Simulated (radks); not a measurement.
Values are calculated unless marked as measured or tabulated.
Problem. Spherical quantum dot in the effective-mass picture: electrons in a well V = -V0 / (1 + exp((r - R)/a)) with V0 = 8.28, R = 7.52, a = 0.8, with a point charge +2 (a donor) at the centre, all in effective atomic units (hartree* = m*/eps^2 hartree, bohr* = eps/m* bohr), one dielectric constant everywhere. Level of theory: non-relativistic Kohn-Sham, PBEsol, spin-polarised, spherical densities (a radial shooting solver with Libxc functionals). Levels are named by radial order and angular momentum (1s, 1p, 1d, 2s, ...), and open shells are averaged over m. At N = 8 the configuration is 1s2 1p(up 3, down 1) 2s2. Does electron 9 go into 1d up or 1p down or 1d down?

Solution. Into 1p down. The total energies of the other choices lie higher by 0.120 hartree* (1d up), 0.147 hartree* (1d down).
